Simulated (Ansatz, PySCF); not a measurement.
SnF3Br, SMILES [F][Sn]([F])([Br])[F]. Atoms are numbered in the order given.

```xyz
5

F      1.5385    -0.8883     1.3250
Sn     0.0000    -0.0001     0.6000
F     -1.5385    -0.8883     1.3250
F      0.0000     1.7765     1.3249
Br     0.0000     0.0001    -1.8508
```

Geometry: B3LYP-D3(BJ)/def2-SVP. The structure was generated by enumeration; whether it is a known compound was not checked. The def2 effective core potentials stand for the cores of Sn; spin–orbit coupling is left out.

Two levels are set side by side: PBE-D3(BJ)/def2-SVP (Ansatz, a program for electronic structure) and B3LYP-D3(BJ)/def2-SVP (Ansatz). Each level has its own optimised geometry; the coordinates shown are those of the second. Frequencies come from the Hessian of PySCF at each geometry. Differences are taken from unrounded values.

```json
[
 {"quantity": "mean bond length (Å)", "B3LYP-D3(BJ)": "2.052"},
 {"quantity": "bond F1–Sn2 (Å)", "B3LYP-D3(BJ)": "1.919"},
 {"quantity": "bond Sn2–F3 (Å)", "B3LYP-D3(BJ)": "1.919"},
 {"quantity": "bond Sn2–F4 (Å)", "B3LYP-D3(BJ)": "1.919"},
 {"quantity": "bond Sn2–Br5 (Å)", "B3LYP-D3(BJ)": "2.451"},
 {"quantity": "highest harmonic wavenumber (cm⁻¹)", "B3LYP-D3(BJ)": "669"},
 {"quantity": "mean harmonic wavenumber (cm⁻¹)", "B3LYP-D3(BJ)": "332"},
 {"quantity": "zero-point energy (kcal/mol)", "B3LYP-D3(BJ)": "4.27"}
]
```

Task: What does PBE-D3(BJ) give, and how far is it from B3LYP-D3(BJ)? (Estimate from the structure and the level; the computed values follow.)

Result: 
```
quantity                            PBE-D3(BJ)  PBE-D3(BJ) minus B3LYP-D3(BJ)
----------------------------------  ----------  -----------------------------
mean bond length (Å)                     2.066                          0.014
bond F1–Sn2 (Å)                          1.935                          0.016
bond Sn2–F3 (Å)                          1.935                          0.016
bond Sn2–F4 (Å)                          1.935                          0.016
bond Sn2–Br5 (Å)                         2.460                          0.010
highest harmonic wavenumber (cm⁻¹)         644                            -25
mean harmonic wavenumber (cm⁻¹)            318                            -14
zero-point energy (kcal/mol)              4.10                          -0.18
```

GGA bonds tend to be longer and softer than those of functionals with exact exchange. Differences between two approximate levels are no errors against the true value.
